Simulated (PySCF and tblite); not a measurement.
The numbers below are computed, except where a source is named.
C6H9FO, numbered as in [O:1]=[C:2]1[CH2:3][CH2:4][CH2:5][CH2:6][C@@H:7]1[F:8].

Search: ETKDG and KDG, MMFF94s, GFN2-xTB, 90 starts; geometries at PBE0-D3(BJ)/def2-SVP. Weights use PBE0-D3(BJ)/def2-TZVP energies plus GFN2-xTB zero-point and thermal terms (modes under about 100 cm⁻¹ blended into free rotors). Symmetry numbers and mirror images are counted. Conformers within 4 kcal/mol (GFN2-xTB free energy) were kept, 5 at most. (PySCF 2.14, tblite 0.8.)

Rotational constants are equilibrium values for the commonest isotopes; dipoles come from the energy level named.

The 6-ring runs over atoms 2–3–4–5–6–7.

```tsv
conformer	shape	symmetry
1	6-ring chair (all substituents equatorial)	C1
2	6-ring chair (F8 axial)	C1
3	6-ring twist-boat (ring torsions -33, 63, -28, -33, 64, -28°)	C1
4	6-ring between boat and twist-boat (ring torsions 56, -39, -18, 61, -45, -12°)	C1
```

Problem. Give the rotational constants and dipole components, as needed to look for these species in a jet-cooled rotational spectrum.

Solution. 
```tsv
conformer	A (MHz)	B (MHz)	C (MHz)	abs μa (D)	abs μb (D)	abs μc (D)	κ	Ic−Ia−Ib (u Å²)
1	2926	2029	1309	4.07	1.47	1.25	-0.11	-35.8
2	2557	2198	1594	2.84	0.53	0.27	0.25	-110.4
3	2542	2119	1725	2.69	0.34	0.24	-0.04	-144.4
4	2926	2008	1305	4.37	0.97	0.55	-0.13	-37.2
```

Problem. Which type of transition is strongest for conformer 1?

Solution. a-type, since that component is clearly the largest; the top is asymmetric (κ = -0.11).
